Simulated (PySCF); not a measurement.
A side-by-side comparison of computed properties.

First species: C₄H₁₀P₂.
InChI=1S/C4H10P2/c1-4-5-6(2)3/h4H,1-3H3

Second species: C₃H₇ClSi.
InChI=1S/C3H7ClSi/c1-2-3(4)5/h2-3H,1H2,5H3/t3-/m1/s1

Levels: B3LYP/def2-SVPD for dipole moment, HOMO energy, LUMO energy, HOMO–LUMO gap, static isotropic polarisability and electronic spatial extent ⟨r²⟩ about the centre of nuclear charge; TDDFT B3LYP/def2-SVPD for lowest singlet excitation; TDA B3LYP/def2-SVPD for lowest triplet excitation (Tamm–Dancoff); GFN2-xTB for rotational constant A and rotational constant C. Geometries: GFN2-xTB. Each species is one conformer at its optimised geometry, gas phase, non-relativistic unless stated. Electronic properties by PySCF.

The conformers computed, where there is a choice (atom-mapped SMILES and torsion angles):
- `[CH3:1]/[CH:2]=[P:3]\[P:4]([CH3:5])[CH3:6]`: C2–P3–P4–C5 168°
- `[CH2:1]=[CH:2][C@@H:3]([SiH3:4])[Cl:5]`: C1–C2–C3–Si4 112°

Values for the first species:

- Dipole moment: 1.03 D
- HOMO energy: -6.04 eV
- LUMO energy: -1.67 eV
- HOMO–LUMO gap: 4.37 eV
- Lowest singlet excitation: 3.42 eV
- Lowest triplet excitation (Tamm–Dancoff): 2.72 eV
- Static isotropic polarisability: 106.5 au
- Electronic spatial extent ⟨r²⟩ about the centre of nuclear charge: 1030 bohr²
- Rotational constant A: 3.564 GHz
- Rotational constant C: 1.307 GHz

Task: Estimate the same properties for the second species, and the change in each.

Result: 
```json
{"property": "dipole moment", "first": "1.03 D", "second": "1.83 D", "second less first": "+0.80 D"}
{"property": "HOMO energy", "first": "-6.04 eV", "second": "-7.39 eV", "second less first": "-1.35 eV"}
{"property": "LUMO energy", "first": "-1.67 eV", "second": "-0.80 eV", "second less first": "+0.87 eV"}
{"property": "HOMO–LUMO gap", "first": "4.37 eV", "second": "6.59 eV", "second less first": "+2.22 eV"}
{"property": "lowest singlet excitation", "first": "3.42 eV", "second": "5.90 eV", "second less first": "+2.48 eV"}
{"property": "lowest triplet excitation (Tamm–Dancoff)", "first": "2.72 eV", "second": "4.28 eV", "second less first": "+1.56 eV"}
{"property": "static isotropic polarisability", "first": "106.5 au", "second": "80.6 au", "second less first": "-25.9 au"}
{"property": "electronic spatial extent ⟨r²⟩ about the centre of nuclear charge", "first": "1030 bohr²", "second": "804 bohr²", "second less first": "-226 bohr²"}
{"property": "rotational constant A", "first": "3.564 GHz", "second": "3.116 GHz", "second less first": "-0.448 GHz"}
{"property": "rotational constant C", "first": "1.307 GHz", "second": "1.513 GHz", "second less first": "+0.206 GHz"}
```

On the first: No computed singlet falls in the visible range (750 to 380 nm, 1.65 to 3.26 eV); S1 lies 0.16 eV above its blue end. In atomic units the dipole is 0.41 e·bohr (1 au = 2.5417 D).

On the second: S1 lies 0.69 eV below the HOMO–LUMO gap; its leading configuration is HOMO→LUMO, weight 0.65. No computed singlet falls in the visible range (750 to 380 nm, 1.65 to 3.26 eV); S1 lies 2.64 eV above its blue end.
